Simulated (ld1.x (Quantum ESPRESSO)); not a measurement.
**Which change was made? (Au, TM)**

gold, norm-conserving Troullier–Martins (Kleinman–Bylander form), made with ld1.x (Quantum ESPRESSO) 7.5 (PBEsol, scalar-relativistic). Core [Xe], reference 4f14 5d10 6s1 6p0. Waves: 6s (bound): rc 2.50 bohr; 6p (bound, empty): rc 2.60 bohr; 5d (bound): rc 1.40 bohr; 4f (bound): rc 0.65 bohr. Local part: all-electron potential smoothed inside 1.20 bohr (lloc = -1). Core correction: Bessel-smoothed model core inside 0.60 bohr.

Cutoffs, loose and tight: the cutoffs (Ry, on a coarse ladder) from which the occupation-weighted sum of valence levels, in a spherical-Bessel basis at the reference potential, stays within 10 and 1 mRy of its value at 400 Ry. They do not see the model core or the augmentation charge, which bear on the density cutoff. Test errors are all-electron minus pseudo excitation energies from the reference, over the configurations 4f14 5d10 6s0 6p0; 4f14 5d9 6s0 6p0; 4f14 5d8 6s0 6p0; 4f14 5d9 6s2 6p0; 4f14 5d10 6s0.5 6p0; 4f14 5d10 6s0 6p1; 4f13 5d10 6s1 6p0; variants that change the core or the reference have their own tests. The largest error is taken over the tests solved by every variant that gives reliable tests at all, those not shown here included: 4f14 5d10 6s0 6p0; 4f14 5d10 6s0.5 6p0; 4f14 5d8 6s0 6p0; 4f14 5d9 6s0 6p0; 4f14 5d9 6s2 6p0.

The base gives: outcome: generated; bound ghosts: s; largest test error (meV): -150.

Question: After one change the result is: outcome: failed: run_pseudo: Errors in PS-KS equation. Which change was it?
A. local potential the f channel
B. wave 4f (bound): rc 0.65 bohr becomes 4f (bound): rc 1.00 bohr
C. type PAW; waves now 6s (bound): rcut 2.15, rcutus 2.50 bohr; 6s channel at 3.2 Ry: rcut 2.15, rcutus 2.50 bohr; 6p (bound): rcut 2.25, rcutus 2.60 bohr; 6p channel at 2.3 Ry: rcut 2.25, rcutus 2.60 bohr; 5d (bound): rcut 1.20, rcutus 1.40 bohr; 5d channel at 1.4 Ry: rcut 1.20, rcutus 1.40 bohr; 4f (bound): rcut 0.55, rcutus 0.65 bohr; 4f channel at -0.95 Ry: rcut 0.55, rcutus 0.65 bohr; local potential all-electron potential smoothed inside 2.40 bohr (lloc = -1); augmentation GAUSS, radius 0.45 bohr
D. functional revPBE

Answer: D. The others give: local potential the f channel → outcome: generated; bound ghosts: s, d; largest test error (meV): -151 | wave 4f (bound): rc 0.65 bohr becomes 4f (bound): rc 1.00 bohr → outcome: generated; cutoff, loose: over 300 Ry; cutoff, tight: over 300 Ry; bound ghosts: s, p; largest test error (meV): -150 | type PAW; waves now 6s (bound): rcut 2.15, rcutus 2.50 bohr; 6s channel at 3.2 Ry: rcut 2.15, rcutus 2.50 bohr; 6p (bound): rcut 2.25, rcutus 2.60 bohr; 6p channel at 2.3 Ry: rcut 2.25, rcutus 2.60 bohr; 5d (bound): rcut 1.20, rcutus 1.40 bohr; 5d channel at 1.4 Ry: rcut 1.20, rcutus 1.40 bohr; 4f (bound): rcut 0.55, rcutus 0.65 bohr; 4f channel at -0.95 Ry: rcut 0.55, rcutus 0.65 bohr; local potential all-electron potential smoothed inside 2.40 bohr (lloc = -1); augmentation GAUSS, radius 0.45 bohr → outcome: generated; bound ghosts: none; largest test error (meV): -182.
